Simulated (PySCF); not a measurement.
## Electronic structure of Ti²⁺ (titanium, charge +2) at the BP86 level

Configuration: [Ar] 3d2, high-spin 3F determinant. Computed with PySCF 2.14 in x2c-SVPall (5s3p3d1f, 36 functions), with scalar relativity by spin-free X2C-1e.

```json
{
 "Total energy": "-852.918 hartree",
 "One-electron energy": "-1155.489 hartree",
 "Hartree (Coulomb) energy": "344.669 hartree",
 "Exchange-correlation energy": "-42.098 hartree",
 "⟨S²⟩": "2.0002",
 "⟨L²⟩": "12.002",
 "Sum of ⟨r⟩": "13.89 bohr",
 "Sum of ⟨r²⟩": "16.63 bohr²",
 "Langevin diamagnetic susceptibility": "-13.2 ×10⁻⁶ cm³/mol",
 "Time after the integrals": "0.37 s of wall time on 1 thread of Neoverse-V1 (shared host)"
}
```

| shell | electrons | mean orbital energy (hartree) | rms radius, mean of both spins (bohr) |
| --- | --- | --- | --- |
| 1s α | 1 | -179.48097 | 0.0805 |
| 1s β | 1 | -179.48091 | 0.0805 |
| 2s α | 1 | -20.33619 | 0.352 |
| 2s β | 1 | -20.31678 | 0.352 |
| 2p α | 3 | -16.93605 | 0.321 |
| 2p β | 3 | -16.92075 | 0.321 |
| 3s α | 1 | -2.91807 | 1.08 |
| 3s β | 1 | -2.85499 | 1.08 |
| 3p α | 3 | -2.04444 | 1.18 |
| 3p β | 3 | -1.98168 | 1.18 |
| 3d α | 2 | -0.77222 | 1.59 |

Densities and radii are taken from the X2C orbitals without a picture-change correction, which distorts them close to the nucleus.
